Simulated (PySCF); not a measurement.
## Two-photon absorption: 4-fluorotoluene (SMILES Cc1ccc(F)cc1)

Cartesian coordinates in Å; atom numbers follow the order of the lines, from 1:
```xyz
15

C     2.380   -0.146   -0.001
C     0.888    0.015    0.051
C     0.047   -1.092    0.220
C    -1.339   -0.958    0.238
C    -1.893    0.307    0.088
F    -3.219    0.446    0.107
C    -1.092    1.429   -0.078
C     0.292    1.273   -0.093
H     2.714   -1.003    0.602
H     2.725   -0.319   -1.034
H     2.896    0.752    0.369
H     0.486   -2.086    0.342
H    -1.997   -1.819    0.372
H    -1.560    2.410   -0.187
H     0.924    2.156   -0.220
```

Level of theory: TDDFT CAM-B3LYP/aug-cc-pVDZ excited states, vertical, gas phase (PySCF 2.14.0). Geometry: PBE0-D3(BJ)/def2-SVP.

(1) Give the one- and two-photon strengths of the lowest singlets.

## Answers

(1) δ for parallel linear polarisation; σ at the peak of a Lorentzian of half width 0.1 eV, single beam; Ω is circular over linear.
```csv
state,E (eV),f,photon λ (nm),δ (au),σ (GM),Ω,main
S1,5.23,0.021,474,1.23,0.01,1.50,"HOMO→LUMO+1 0.76, HOMO−1→LUMO+4 0.15"
S2,5.98,0.019,415,6.26,0.08,0.91,"HOMO→LUMO+4 0.55, HOMO−1→LUMO+1 0.33"
S3,6.11,0.000,406,1.41,0.02,1.42,HOMO→LUMO 0.88
S4,6.64,0.000,374,1.56,0.03,1.50,HOMO→LUMO+2 0.93
S5,6.65,0.004,373,31,0.50,1.50,HOMO→LUMO+3 0.80
S6,6.74,0.000,368,127,2.11,1.50,"HOMO−1→LUMO 0.78, HOMO−1→LUMO+3 0.11"
```

Among these, the strongest one-photon state is S1, the strongest two-photon state S6, with a dipole change of 1.8 D (relaxed, norm of the difference vector).
